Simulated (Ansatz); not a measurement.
The inner images of a band of BF3H2O (7 atoms, charge 0, multiplicity 1) are given out of order.

Method: RKS PBE-D4/def2-SVP (Ansatz).

Image 0:

```xyz
7
Properties=species:S:1:pos:R:3
B 0.044 0.006 0.081
F -0.055 0.533 1.336
F 1.186 0.242 -0.593
F -1.110 -0.030 -0.647
O 0.172 -1.738 0.508
H -0.654 -2.122 0.148
H 0.060 -1.744 1.481
```

Image 6:

```xyz
7
Properties=species:S:1:pos:R:3
B 0.046 -0.447 -0.424
F -0.047 -0.006 2.140
F 1.162 0.250 -0.568
F -1.103 0.028 -0.906
O 0.115 -1.697 0.148
H -0.755 -2.138 0.132
H 0.223 -0.843 1.794
```

Task: Put them in order from the first end to the last, with their energies above the first end.
A.
```xyz
7
Properties=species:S:1:pos:R:3
B 0.052 -0.285 -0.063
F -0.028 0.086 1.576
F 1.177 0.258 -0.540
F -1.128 0.043 -0.622
O 0.168 -1.719 0.367
H -0.645 -2.208 0.133
H 0.045 -1.028 1.464
```
B.
```xyz
7
Properties=species:S:1:pos:R:3
B 0.054 -0.437 -0.329
F -0.051 0.058 1.934
F 1.172 0.241 -0.545
F -1.119 0.057 -0.730
O 0.150 -1.733 0.151
H -0.710 -2.190 0.098
H 0.146 -0.851 1.735
```
C.
```xyz
7
Properties=species:S:1:pos:R:3
B 0.048 -0.165 0.029
F -0.036 0.201 1.469
F 1.182 0.254 -0.555
F -1.123 0.023 -0.629
O 0.174 -1.725 0.446
H -0.642 -2.195 0.173
H 0.039 -1.246 1.382
```
D.
```xyz
7
Properties=species:S:1:pos:R:3
B 0.046 -0.058 0.067
F -0.045 0.365 1.390
F 1.187 0.253 -0.576
F -1.115 0.003 -0.640
O 0.179 -1.747 0.473
H -0.652 -2.177 0.183
H 0.040 -1.492 1.418
```
E.
```xyz
7
Properties=species:S:1:pos:R:3
B 0.058 -0.384 -0.196
F -0.031 0.061 1.731
F 1.178 0.250 -0.529
F -1.124 0.062 -0.640
O 0.164 -1.730 0.240
H -0.674 -2.206 0.102
H 0.070 -0.907 1.607
```

Result: D (+0.08 eV), C (+0.45 eV), A (+0.83 eV), E (+0.65 eV), B (+0.52 eV).

Run time: 110 s on 1 thread of Arm Neoverse V1, on a shared host, peak memory 0.14 GiB.
